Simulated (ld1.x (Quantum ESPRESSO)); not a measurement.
## silver (Ag): TM pseudisation with PBEsol, scalar-relativistic reference atom.

```json
{
  "Element": "Ag (Z = 47)",
  "Generator": "ld1.x (Quantum ESPRESSO) 7.5",
  "Type": "norm-conserving Troullier–Martins (Kleinman–Bylander form)",
  "Functional": "PBEsol",
  "Relativity": "scalar-relativistic",
  "Frozen core": "[Kr]",
  "Valence charge": "11",
  "Reference configuration": "4d10 5s1 5p0",
  "Partial waves": "5p (bound, empty): rc 2.40 bohr; 4d (bound): rc 1.65 bohr; 5s (bound): rc 2.15 bohr",
  "Local potential": "the s channel",
  "Core correction": "none"
}
```

* Cutoffs needed: 70 Ry and 100 Ry (the cutoffs (Ry, on a coarse ladder) from which the occupation-weighted sum of valence levels, in a spherical-Bessel basis at the reference potential, stays within 10 and 1 mRy of its value at 400 Ry)
* Ghost test: no extra level below or beside the all-electron valence levels (p, d, s, f tested) (spherical-Bessel basis up to 400 Ry, 20 bohr box)
* Largest excitation error: -1458 meV (all-electron minus pseudo) for 4d7 5s0 5p0, out of 7 test configurations
